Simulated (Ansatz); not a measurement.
Isolated molecules relaxed with PBE0-D4/def2-TZVP in Ansatz; ΔE leaves out vibrations. CCSD(T)/CBS adds triple-zeta CCSD(T) − MP2 to the extrapolated MP2 energy (def2 sets, frozen cores). This one scheme is used for every species. DFT in def2-TZVPP. Each species was taken in one conformer, which may not be the lowest.

Reaction (substitution at a C–Si bond): `CO[SiH](C)Cl` + HCl → `CCl` + `CO[SiH2]Cl`

**Question.** Is it downhill or uphill in electronic energy at CCSD(T)/CBS, and by how much? (An estimate is asked.)

**Answer.** Ansatz gave: Uphill: ΔE = +79.0 kJ/mol.

**Question.** What do these levels give: r2SCAN-D4, ωB97X-V, revPBE, CAM-B3LYP, MP2/def2-TZVPP, CCSD/CBS(def2)? (Estimate.)

**Answer.** The calculation gave: r2SCAN-D4 80.5, ωB97X-V 75.5, revPBE 67.8, CAM-B3LYP 72.9, MP2/def2-TZVPP 82.4, CCSD/CBS(def2) 78.2 kJ/mol.

**Question.** What do rigid-rotor, harmonic-oscillator terms from PBE0-D4/def2-TZVP frequencies (298.15 K, 1 bar) make of the CCSD(T)/CBS value? (Best estimate.)

**Answer.** Computed: ΔZPE = +6.4 kJ/mol, ΔH = +82.3 kJ/mol, ΔS = 11 J/(mol·K), ΔG = +79.1 kJ/mol.

Largest T1 diagnostic among the species: 0.010.

From BLYP to BHLYP (50 % exact exchange), in def2-TZVPP and without D4, ΔE moves by +6.0 kJ/mol. The D4 term adds +6.9 kJ/mol with B3LYP and +4.1 kJ/mol with PBE0; it sums over pairs of atoms, weighted by their polarisabilities, and B3LYP, whose exchange is more repulsive, gets the larger term.

B3LYP here is the variant with VWN-RPA as its local correlation; programs differ in this.
